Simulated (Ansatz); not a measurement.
```yaml
crystal:
  periodic: [false, false, false]
  atoms:
    - {symbol: W, position_ang: [0.024172, -0.019676, -0.309944]}
    - {symbol: O, position_ang: [-0.115613, 0.094227, 1.516132]}
    - {symbol: H, position_ang: [-0.191717, 0.155961, 2.473954]}
    - {symbol: F, position_ang: [0.164831, -0.134752, -2.158813]}
    - {symbol: F, position_ang: [1.883901, -0.037075, -0.238088]}
    - {symbol: F, position_ang: [-1.824851, -0.010608, -0.522771]}
    - {symbol: F, position_ang: [0.051585, 1.832224, -0.494195]}
    - {symbol: F, position_ang: [0.007692, -1.880302, -0.266275]}
basis:
  gaussian: {orbitals: def2-TZVP}
hamiltonian: {xc: {name: r2SCAN}}
scf: {omitted_lower_state_checks: [starts]}
```

```sh
$ ansatz run in.yaml --threads 4 --pin off --events-out ev --progress --plain --max-ram 4787MiB
```

Output, abridged:

```
Functional definition: r2SCAN
1299 factors; their error is unknown
mean field evaluation 1: about -17466.6439 eV, gradient 1.1e2 eV
mean field evaluation 2: about -17247.8537 eV, gradient 3.4e2 eV
mean field evaluation 4: about -17480.4830 eV, gradient 4.3e1 eV
mean field evaluation 8: about -17483.6178 eV, gradient 4.6e-1 eV
mean field evaluation 16: about -17483.6117 eV, gradient 2.4e-4 eV
mean field -17483.61172234 eV, -642.5108799783 hartree, gradient 5.2e-5 eV, S^2 0.000000; 0 other end points of the search recorded, 0 dependent functions left out
reference -17483.61173498 eV, -642.5108804428 hartree; 34, 34 occupied and 198, 198 virtual orbitals, 1299 factors
Total energy: -17483.61173498 eV, -642.5108804428 hartree
Checks for a lower state left out: starts
```

It took 4.4 s on 4 threads of Arm Neoverse V2 on a shared host.

In the def2 sets W takes a core potential; there is no spin–orbit coupling.
